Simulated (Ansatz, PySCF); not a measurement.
This PySCF input computes a PBE0/def2-TZVPD energy:

```python
from pyscf import gto, scf, dft

mol = gto.M(
    atom='''
    N    -0.00000000   -0.00000000   -1.01096879
    P     0.00000000    0.00000000    0.47178544
    ''',
    basis='def2-tzvpd',
    charge=0,
    spin=0,
    verbose=4,
)

mf = dft.RKS(mol, xc='pbe0').density_fit(auxbasis='def2-universal-jkfit')
mf.grids.level = 3
mf.conv_tol = 1e-9
mf.max_cycle = 100
mf.max_memory = 1500
mf.kernel()
if not mf.converged:
    mf = mf.newton()
    mf.kernel(mf.make_rdm1())
mf.analyze()
```

Q: Write an input for the same energy in Ansatz (a quantum-chemistry and plane-wave program) and say what it gives.

A: 
Ansatz 0.2 input:
```yaml
crystal:
  periodic: [false, false, false]
  atoms:
    - {symbol: N, position_ang: [-0.00000000, -0.00000000, -1.01096879]}
    - {symbol: P, position_ang: [0.00000000, 0.00000000, 0.47178544]}
basis:
  gaussian:
    orbitals: def2-TZVPD
hamiltonian:
  xc: {name: PBE0}
output: {forces: true}
```
It gives -395.89943 Eh, and PySCF -395.89943 Eh, a difference of 0.00 mEh.
